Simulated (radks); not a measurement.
Rb14+, 23 electrons, occupied as [Ar] 3d5. Calculated with a radial shooting solver on a logarithmic mesh with Libxc functionals: Dirac Kohn-Sham, PBE, spin-unpolarised, spherical densities, point nucleus; open shells are shared between the two j in proportion to 2j + 1. Some entries of the table are withheld. Estimate them.

orbital  occ.  eigenvalue (eV)  <r^2> (bohr^2)  r(max) (bohr)
1s1/2       2        -15446.56        0.002188        0.02628
2s1/2       2        -2424.617         0.03700         0.1495
2p1/2       2        -2239.134             (1)         0.1172
2p3/2       4        -2178.149             (2)         0.1206
3s1/2       2        -665.2879          0.2644         0.4374
3p1/2       2        -598.8936          0.2601         0.4237
3p3/2       4        -588.0708          0.2688         0.4313
3d3/2       2              (3)             (4)         0.3624
3d5/2       3              (5)             (6)         0.3645

Answer. 
(1) 2p1/2 <r^2> (bohr^2): 0.02828
(2) 2p3/2 <r^2> (bohr^2): 0.02967
(3) 3d3/2 eigenvalue (eV): -475.7056
(4) 3d3/2 <r^2> (bohr^2): 0.2388
(5) 3d5/2 eigenvalue (eV): -473.6334
(6) 3d5/2 <r^2> (bohr^2): 0.2413
